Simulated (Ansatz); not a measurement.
`[SiH3]OB(Cl)Cl`, relaxed with RKS PBE0-D4/def2-TZVP in Ansatz from a PBE-D4/def2-SVP geometry. The force threshold is 0.005 eV/Å; the program also tests the step.

The species carries charge 0 and has multiplicity 1.

Start:

```xyz
8

Si   -1.278    0.020    0.293
O     0.359    0.489    0.306
B     1.514    0.092   -0.255
Cl    1.593   -1.298   -1.362
Cl    3.001    0.970    0.112
H    -2.053    1.157   -0.300
H    -1.674   -0.200    1.720
H    -1.461   -1.230   -0.514
```

```csv
step,energy (eV),largest force (eV/Å),largest move (Å)
1,-35687.3022,0.539,0.000
2,-35687.3342,0.410,0.024
3,-35687.3412,0.149,0.018
4,-35687.3424,0.129,0.021
5,-35687.3434,0.132,0.027
6,-35687.3439,0.005,0.020
7,-35687.3440,0.002,0.024
8,-35687.3441,0.020,0.015
9,-35687.3443,0.075,0.067
10,-35687.3446,0.053,0.039
11,-35687.3450,0.086,0.102
12 (rejected),-35687.3445,0.145,0.046
13,-35687.3463,0.046,0.023
14,-35687.3481,0.029,0.096
15,-35687.3500,0.130,0.146
16,-35687.3517,0.144,0.091
17,-35687.3545,0.127,0.107
18 (rejected),-35687.3472,0.399,0.175
19,-35687.3582,0.095,0.087
20,-35687.3593,0.087,0.099
21,-35687.3597,0.084,0.042
22,-35687.3604,0.055,0.015
23,-35687.3605,0.004,0.011
24,-35687.3605,0.010,0.014
25,-35687.3605,0.006,0.005
26,-35687.3605,0.002,0.002
```

End:

```xyz
8

Si   -1.216   -0.067    0.349
O     0.406    0.265    0.548
B     1.464    0.142   -0.253
Cl    1.298   -0.482   -1.895
Cl    3.053    0.603    0.318
H    -1.755    0.755   -0.760
H    -1.859    0.295    1.630
H    -1.392   -1.510    0.062
```

Hardware: 4 threads of an Arm Neoverse V2 on a shared host. Wall time 78 s, peak host memory 0.57 GiB.
